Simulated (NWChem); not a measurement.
System: SeBrCl; SMILES Cl[Se]Br

Input file for NWChem:

```
start job
memory heap 200 mb stack 900 mb global 1100 mb
geometry units angstroms noautoz
  Se     0.744583    -0.581365     0.000000
  Cl    -0.980607    -1.905136     0.000000
  Br    -0.241467     1.510552     0.000000
end
basis spherical
  * library def2-svp
end
dft
  xc pbe0
  iterations 150
  vectors input atomic output neutral.movecs
end
task dft energy
charge 1
dft
  odft
  mult 2
  vectors input atomic output cation.movecs
end
task dft energy
```

The geometry was optimised at PBE0/def2-SVP.

Ions are spin-unrestricted doublets at the neutral geometry; other ion states weren't tried.

**Question.** What results follow from this input? (PBE0/def2-SVP, vertical spin-unrestricted ions.) Quantities: vertical ionisation energy, ΔSCF (eV); −ε(HOMO) (eV).

**Answer.** 
```json
{
  "vertical ionisation energy, ΔSCF (eV)": "9.19",
  "−ε(HOMO) (eV)": "6.89"
}
```
